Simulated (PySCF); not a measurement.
**Radial density of Ti¹⁷⁺ (titanium, charge +17)**

PW91, [He] 2s2 2p1, 2P determinant. Computed with PySCF 2.14 in an uncontracted even-tempered set (18 s from 2.7 bohr⁻², ratio 2.2; 11 p from 3.5 bohr⁻², ratio 2.2; 6 d from 16 bohr⁻², ratio 2.4; 5 f from 24 bohr⁻², ratio 2.4; 5 g from 36 bohr⁻², ratio 2.4), with the non-relativistic Hamiltonian (point nucleus).

```tsv
r (bohr)	4πr²ρ (e/bohr)	4πr²(ρα − ρβ)
0.000958	0.08010	0.0000
0.00161	0.2202	0.0000
0.00271	0.5935	0.0000
0.00456	1.548	-0.0001
0.00767	3.817	0.0001
0.0129	8.573	0.0023
0.0217	16.44	0.0190
0.0365	24.17	0.1172
0.0614	22.83	0.5623
0.103	11.91	1.8954
0.174	9.595	3.6679
0.292	9.989	2.8114
0.491	2.008	0.4570
0.827	0.02718	0.0056
```
